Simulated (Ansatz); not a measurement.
`CCOBF` + arsine → `FB[AsH2]` + ethanol at 500 K and 1 bar (ligand exchange at a B–O bond).

Isolated molecules relaxed with PBE0-D4/def2-TZVP in Ansatz; ΔE leaves out vibrations. CBS: MP2 limit from def2 TZ/QZ plus the TZ coupled-cluster correction, frozen cores. For As outer-core shells are correlated without core-valence functions, which leaves a few kJ/mol of doubt a bond. Scalar relativity is left out up to krypton. Each species was taken in one conformer, which may not be the lowest.

| species | CCSD(T)/CBS energy (Eh) | H − E (kJ/mol) | S (J/(mol·K)) |
| --- | --- | --- | --- |
| `CCOBF` | -279.58002 | 269.2 | 379.6 |
| `[AsH3]` | -2236.79077 | 76.6 | 245.1 |
| `FB[AsH2]` | -2361.43380 | 111.0 | 333.3 |
| `CCO` | -154.88256 | 240.4 | 310.3 |

H − E and S are ideal-gas, rigid-rotor, harmonic terms from PBE0-D4/def2-TZVP, for one conformer and one mirror image of each species. 1 Eh = 2625.50 kJ/mol, R = 8.31446 J/(mol·K).

Q: By hand: ΔE, ΔH, ΔS and ΔG.

A: ΔE = (-2361.43380) + (-154.88256) − (-279.58002) − (-2236.79077) = 0.05443 Eh = 142.9 kJ/mol. Δ(H − E) = 111.0 + 240.4 − 269.2 − 76.6 = 5.6, so ΔH = 148.5 kJ/mol. ΔS = 333.3 + 310.3 − 379.6 − 245.1 = 18.9 J/(mol·K). ΔG = 148.5 − 500 × (18.9)/1000 = 139.1 kJ/mol.

Q: By hand: the equilibrium constant, and the temperature at which ΔG would vanish if ΔH and ΔS stayed fixed.

A: log₁₀ K = −ΔG/(RT ln 10) = -14.5. ΔG = 0 at ΔH/ΔS = 7857 K, far beyond where these terms or the molecules hold.

ΔH outweighs TΔS. A doubt of 5 kJ/mol in ΔE shifts log₁₀ K by 0.5 here. Other conformers and mirror images would add mixing entropy, several J/(mol·K) or more a flexible species. These are equilibria of isolated gas molecules and say nothing of rates. Largest T1 diagnostic: 0.013 (customary marks: 0.02 for closed shells, 0.045 for open ones).
